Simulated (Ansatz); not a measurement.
Program: Ansatz. Geometries: PBE0-D4/def2-TZVP. ΔE: electronic, gas phase. CBS: MP2 limit from def2 TZ/QZ plus the TZ coupled-cluster correction, frozen cores. Functionals use def2-TZVPP. B3LYP here is the variant with VWN-RPA as its local correlation; programs differ in this. For Se outer-core shells are correlated without core-valence functions, which leaves a few kJ/mol of doubt a bond. Scalar relativity is left out up to krypton. Each species was taken in one conformer, which may not be the lowest.

Reaction (substitution at a C–C bond): `COC(=O)CC#N` + `C[SeH]` → `C[Se]CC#N` + `COC=O`

```csv
level,ΔE (kJ/mol)
B3LYP-D4,10.9
ωB97M-V,15.1
PBE0,15.5
MP2/def2-TZVPP,6.3
SCS-MP2/def2-TZVPP,7.8
CCSD(T)/def2-TZVPP,11.3
SCS-MP2/def2-QZVPP,7.5
MP2/CBS(def2),5.7
```

What does CCSD(T)/CBS give? (Estimate.)

The calculation gave: +10.7 kJ/mol. The listed levels differ from it by 0.2, 4.4, 4.8, -4.4, -2.9, 0.6, -3.2, -5.0 kJ/mol.

Largest T1 diagnostic among the species: 0.015.

From PBE to PBE0 (25 % exact exchange), in def2-TZVPP and without D4, ΔE moves by +4.0 kJ/mol. The D4 term adds −3.1 kJ/mol with B3LYP and −1.4 kJ/mol with PBE0; it sums over pairs of atoms, weighted by their polarisabilities, and B3LYP, whose exchange is more repulsive, gets the larger term. In def2-TZVPP, CCSD(T) changes the Hartree–Fock value by −10.9 kJ/mol (the triples alone add −2.2 kJ/mol) and MP2 by −15.9 kJ/mol.
